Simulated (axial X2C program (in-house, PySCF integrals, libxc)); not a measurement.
InC: cheaper levels and CCSD(T), two-component

All values were computed with an in-house relativistic program for diatomic molecules. Two-component (2c) means X2C with spin–orbit coupling and atomic mean-field two-electron Coulomb and Gaunt terms. Basis: In dyall-cv3z [11s12p9d4f1g], C dyall-v3z [7s6p2d1f] (cores contracted in-house); Gaussian nuclei, density fitting, unrestricted open shells. Masses: In 114.904 u, C 12.000 u.

State: Ω = 3/2 (⟨Sz⟩ = 1.50, ⟨Lz⟩ = 0.00 at HF); fragments In + C.

| level | Re (Å) | ωe (cm⁻¹) | De (eV) |
| --- | --- | --- | --- |
| PBE0 | 2.200 | 475.2 | n/a |
| HF | 2.231 | 480.6 | 1.81 |
| MP2 | 2.236 | 480.1 | 2.57 |
| M06 | 2.217 | 473.4 | n/a |

Correlated methods: 7 electrons correlated (number of frozen shells: In 4 s, 3 p, 2 d; C 1 s), 234 virtual spin orbitals or spinors in MP2, 90 natural virtuals in coupled cluster.

CCSD(T), same Hamiltonian and basis:

Re = 2.233 Å, ωe = 476.5 cm⁻¹, De = 2.53 eV; T1 = 0.034 (Lee–Taylor normalisation).

**Question.** Give the differences from CCSD(T) in the columns below.

**Answer.** 

| level | ΔRe (Å) | Δωe (cm⁻¹) | ΔDe (eV) |
| --- | --- | --- | --- |
| PBE0 | -0.033 | -1 | n/a |
| HF | -0.002 | 4 | -0.72 |
| MP2 | 0.003 | 4 | 0.04 |
| M06 | -0.016 | -3 | n/a |

The state is a single determinant with fixed occupations, the lowest that a limited PBE0 search found. De is counted from the lowest determinant-based energies of the atoms at the same level, without counterpoise correction. De is not given where an atomic determinant may have missed its ground term or J level, or where the truncated virtual space spoils (T). Density functionals use the spin component along the axis (collinear). Coupled cluster ran in a truncated set of natural virtual spinors; the MP2 energy of the rest was added. (T) has no such correction and the atoms are truncated less, which lowers De at CCSD(T) by a hundredth of an eV or more. A 2c atom that is not at its ground J level misses part of its spin–orbit lowering, and De is too large by that part (0.04 eV or less for light atoms). This holds for MP2, CCSD(T). Without a current term, density functionals place determinants with orbital angular momentum somewhat too high. With several unpaired electrons one determinant need not be a pure state. This is the top spin component of a Σ state; components of lower Ω are not single determinants and can lie lower. With the outer-core shells frozen, correlated bond lengths of heavy atoms tend to come out a few hundredths of an ångström too long.
